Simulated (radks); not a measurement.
Values are calculated unless marked as measured or tabulated.
Q: Isoelectronic series with 8 electrons, all held in the configuration [He] 2s2 2p4, which need not be the ground one along the series. Code: a radial shooting solver on a logarithmic mesh with Libxc functionals. Model: non-relativistic Kohn-Sham, r2SCAN, spin-polarised, spherical densities, point nucleus; open shells are filled with parallel spins first; meta-GGA in the generalised Kohn-Sham scheme. Total energies (hartree) and screening constants sigma, defined by e = -(Z - sigma)^2 / (2 n^2) hartree:

ion    E (hartree)  2p down  2p up  2s down  2s up
O        -75.03333    6.587  6.205    5.417  5.186
F+       -99.05038    6.257  5.983    5.321  5.124
Ne2+    -126.58591    6.104  5.865    5.253  5.074
Mg4+    -192.18534    5.946  5.734    5.168  5.006
Al5+    -230.24339    5.899  5.694    5.139  4.982
Si6+    -271.80498    5.862  5.662    5.115  4.962
P7+     -316.86922    5.833  5.637    5.096  4.946
S8+     -365.43552    5.809  5.616    5.080  4.933
Cl9+    -417.50343    5.789  5.598    5.066  4.921
K11+    -532.14291    5.758  5.571    5.044  4.903
Ca12+   -594.71406    5.745  5.559    5.035  4.895
Sc13+   -660.78593    5.734  5.549    5.027  4.888
Ti14+   -730.35842    5.725  5.541    5.020  4.882
V15+    -803.43144    5.716  5.533    5.014  4.877
Cr16+   -880.00490    5.708  5.526    5.008  4.872
Mn17+   -960.07876    5.701  5.520    5.003  4.867
Fe18+  -1043.65295    5.695  5.514    4.998  4.863

Estimate the row of Ar10+.

A: E (hartree) -473.07264; 2p down 5.772; 2p up 5.583; 2s down 5.054; 2s up 4.911.
